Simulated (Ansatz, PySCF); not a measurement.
Spin gap between two states, R1 and P1; the higher of the two is an excited state, each structure at its B3LYP-D3(BJ)/def2-TZVP stationary point, reached from a drawn start (curvature not checked).
R1, CH2 (SMILES [CH2]) (charge 0, multiplicity 1):
```
atom    x (Å)   y (Å)    z (Å)
----  -------  ------  -------
C      0.0000  0.0000  -0.4668
H      0.8620  0.0000   0.2334
H     -0.8620  0.0000   0.2334
```
P1, CH2 (SMILES [CH2]) (charge 0, multiplicity 3):
```
atom    x (Å)   y (Å)    z (Å)
----  -------  ------  -------
C      0.0000  0.0000  -0.2750
H      0.9963  0.0000   0.1375
H     -0.9963  0.0000   0.1375
```

P less R. No zero-point or thermal terms; singlets are restricted closed shells; open shells are unrestricted.

Correlated levels freeze the cores. CBS: X⁻³ extrapolation of the correlation energy, Hartree–Fock from the larger set.

Run with Ansatz (a program for electronic structure) with Gaussian orbitals; PySCF for the D3/D4 terms. No computed number here is a measurement.

```json
[
 {"level": "HF/cc-pVQZ", "spin gap (kcal/mol)": "-28.27"},
 {"level": "r2SCAN-D3(BJ)/def2-TZVPP", "spin gap (kcal/mol)": "-22.14"},
 {"level": "r2SCAN-D4/def2-TZVPP", "spin gap (kcal/mol)": "-22.14"},
 {"level": "B3LYP/def2-TZVPP", "spin gap (kcal/mol)": "-11.70"},
 {"level": "PBE0/def2-TZVPP", "spin gap (kcal/mol)": "-17.71"},
 {"level": "CAM-B3LYP/def2-TZVPP", "spin gap (kcal/mol)": "-12.74"},
 {"level": "MP2/CBS(cc-pVTZ, cc-pVQZ)", "spin gap (kcal/mol)": "-13.56"},
 {"level": "SCS-MP2/cc-pVQZ", "spin gap (kcal/mol)": "-7.88"},
 {"level": "CCSD(T)/CBS(cc-pVTZ, cc-pVQZ)", "spin gap (kcal/mol)": "[?]"}
]
```

**Question.** Fill in the missing entries.

**Answer.** 
- CCSD(T)/CBS(cc-pVTZ, cc-pVQZ), spin gap (kcal/mol): -9.32
